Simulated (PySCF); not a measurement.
## Threshold energies of Br2 in a plasma

PBE0 in PySCF with def2-TZVPPD on every atom, for the lowest determinant that a PBE0 search found; no spin–orbit coupling.

```
species  state (unpaired electrons)  Re (Å)  ωe (cm⁻¹)  energy of the minimum from the neutral (eV)  De (eV)  dissociates to
    Br2      singlet (closed shell)   2.278        338                                         0.00     2.28         Br + Br
   Br₂⁺               doublet (π ↑)   2.190        387                                        10.50     3.61        Br⁺ + Br
   Br₂⁻               doublet (σ ↑)   2.883        142                                        -2.67     1.48        Br + Br⁻
```

Task: Work out the lowest energy to break Br2 into atoms, from its vibrational ground state.

Result: D0 = De − ωe/2 = 2.28 − 0.02 = 2.26 eV (PBE0/def2-TZVPPD).

Task: Work out the ionisation energy of the Br atom at this level and the threshold of dissociative ionisation.

Result: IE(Br) = 10.50 + 3.61 − 2.28 = 11.83 eV, so Br⁺ + Br + e⁻ appears at D0 + IE(Br) = 14.09 eV (PBE0/def2-TZVPPD). The measured IE(Br) is 11.814 eV (NIST ASD).

Task: Work out the electron affinity of the Br atom and the threshold of dissociative attachment.

Result: EA(Br) = 2.28 − 1.48 − (-2.67) = 3.47 eV, so Br + Br⁻ needs D0 − EA(Br) = -1.21 eV (negative: it is exothermic at zero electron energy) (PBE0/def2-TZVPPD). The measured EA(Br) is 3.364 eV.

Task: At which energy does ion-pair formation open?

Result: Br⁺ + Br⁻ lies at D0 + IE(Br) − EA(Br) = 10.62 eV (PBE0/def2-TZVPPD).

These are thermodynamic thresholds; the onsets seen under electron impact lie higher where the geometry changes, and cross-sections peak well above them.

States were picked by a PBE0 search and need not be the measured ground states.
